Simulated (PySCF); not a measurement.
Correlation energy of In+ (indium, charge +1)

[Kr] 4d10 5s2, closed-shell 1S. All numbers are calculated (PySCF 2.14, the spin-free X2C one-electron Hamiltonian (Gaussian nucleus), in x2c-SVPall (6s5p3d, 36 functions)). Frozen: [Kr] 4d10; 2 electrons correlated.

Total MP2 correlation energy: -20.46 mhartree.

Same-spin part 0.00 and opposite-spin part -20.46 mhartree; SCS-MP2 scales them by 1/3 and 6/5 to -24.56 mhartree.

With two correlated electrons CCSD is exact within the correlated space (frozen core and kept virtual orbitals).

```csv
level,correlation energy (mhartree)
CCSD,-30.89
```

Diagnostics: T1 = 0.0051, D1 = 0.0073, largest double amplitude 0.100.

Q: Is a single reference adequate?

A: Mostly. T1 lies below 0.03, but a double amplitude of this size points to a near-degeneracy that CCSD handles and MP2 describes poorly.
